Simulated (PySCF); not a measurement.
# Relaxation of sextet CoO(OH)₂

Level of theory: UPBE0/[Co def2-TZVP, O def2-TZVP, H def2-TZVP], no relativity, density fitting, PySCF. A (50,194) grid was used.

A hand-made trigonal planar (heavy-atom frame) start, of Cs symmetry, held to at least that symmetry:

```xyz
6
charge 0 multiplicity 6, angstrom
Co    0.0424   -0.0068    0.0000
O     1.6424   -0.0068    0.0000
O    -0.8276    1.5001    0.0000
O    -0.8276   -1.5137    0.0000
H    -0.4993    2.4022    0.0000
H    -1.7730   -1.6804    0.0000
```

Q: What forces act on the atoms at the start (eV/Å)?

A: 
```csv
atom,Fx,Fy,Fz
Co1,-2.61,0.26,0.00
O2,3.21,-0.06,0.00
O3,-0.52,0.84,0.00
O4,-0.22,-1.16,0.00
H5,0.13,-0.10,0.00
H6,0.01,0.21,0.00
```

Q: What does it relax to?

A: It ends at Cs with Co–O 1.726 Å, Co–O 1.769 Å, Co–O 1.773 Å, O–H 0.962 Å (×2); Co–O–H 118.5°, Co–O–H 119.6°, O–Co–O 114.4° (×2), O–Co–O 131.2°. A frequency run shows a minimum. Other isomers or separated fragments may lie lower.

Q: How much energy is released, and in how many steps?

A: 25.4 kJ/mol in 11 steps.

Open d and f shells are described by one determinant, and the ground state may have another occupation or spin. At this level a quartet minimum of C2v symmetry lies 44 kJ/mol below this structure.
